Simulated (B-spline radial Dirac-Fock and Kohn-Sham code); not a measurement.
How the levels of hafnium move as electrons are removed

Calculated with a radial atomic solver, using ΔSCF Dirac-Fock with Breit, self-energy and vacuum polarisation, finite nucleus, configuration average. Each ion is free and in its tabulated ground configuration. Electron correlation is not included.

Reference: Hf⁵⁴⁺, [Ne] 3s2 3p6, with K 69258.6 eV, L1 15071.0 eV. Shifts from it, in eV (a dash: the subshell is empty, belongs to an open shell averaged over j, or its hole state is left out as unreliable):

```
  ion  configuration        K       L1
Hf⁵⁵⁺   [Ne] 3s2 3p5   +188.5   +159.3
Hf⁵⁶⁺   [Ne] 3s2 3p4   +379.0   +319.9
Hf⁵⁷⁺   [Ne] 3s2 3p3   +571.5   +482.0
Hf⁵⁸⁺   [Ne] 3s2 3p2   +766.0   +645.5
Hf⁵⁹⁺   [Ne] 3s2 3p1   +962.6   +810.3
Hf⁶⁰⁺       [Ne] 3s2  +1161.2   +976.6
Hf⁶¹⁺       [Ne] 3s1        –        –
Hf⁶²⁺   [He] 2s2 2p6  +1544.5  +1292.1
Hf⁶³⁺   [He] 2s2 2p5  +2009.9  +1587.8
Hf⁶⁴⁺   [He] 2s2 2p4  +2480.4  +1886.0
```
